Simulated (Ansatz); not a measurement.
Ideal-gas functions of ClH5SiSn (`[SiH3][SnH2][Cl]`) at 500 K and 1 bar, from an Ansatz frequency run at PBE0-D4/def2-TZVP.

Molar mass 187.29 g/mol, point group Cs (symmetry number 1), electronic degeneracy 1, moments of inertia 109.61, 265.328, 361.082 u Å². Harmonic wavenumbers (cm⁻¹, unscaled): 70, 80, 299, 310, 362, 474, 483, 554, 617, 705, 854, 934, 935, 1944, 1949, 2223, 2243, 2251.

Use S(trans) = R[1.5 ln M + 2.5 ln T − 1.1517]; rotational temperatures θ = 24.2544 K / I; S(rot) = R[ln(√π/σ · √(T³/θAθBθC)) + 1.5]; for each mode x = 1.438777 ν̃/T, S = R[x/(eˣ − 1) − ln(1 − e⁻ˣ)] and H = RT x/(eˣ − 1); 1 cm⁻¹ = 0.0119627 kJ/mol; R = 8.31446 J/(mol·K).

By hand: the entropy, in J/(mol·K).

Translation 184.9. Rotation: θ = 0.2213, 0.0914, 0.0672 K, giving 122.2. Vibration, mode by mode: 21.65, 20.54, 9.82, 9.53, 8.34, 6.35, 6.22, 5.27, 4.55, 3.73, 2.66, 2.22, 2.21, 0.20, 0.20, 0.10, 0.10, 0.10, in all 103.8. Electronic 0.0. Sum 410.9 J/(mol·K).

By hand: H − E and G − E in kJ/mol, counted from the electronic energy.

Zero-point energy ½ × 17287 × 0.0119627 = 103.4; thermal vibration 26.2; translation, rotation and pV give 4 RT = 16.6. H − E = 146.2 kJ/mol, and G − E = 146.2 − 500 × 410.9/1000 = -59.2 kJ/mol.

Vibration gives 25 % of the entropy, 42.2 J/(mol·K) of it from the modes under 150 cm⁻¹: soft modes count most, and the harmonic formula is weakest for them.
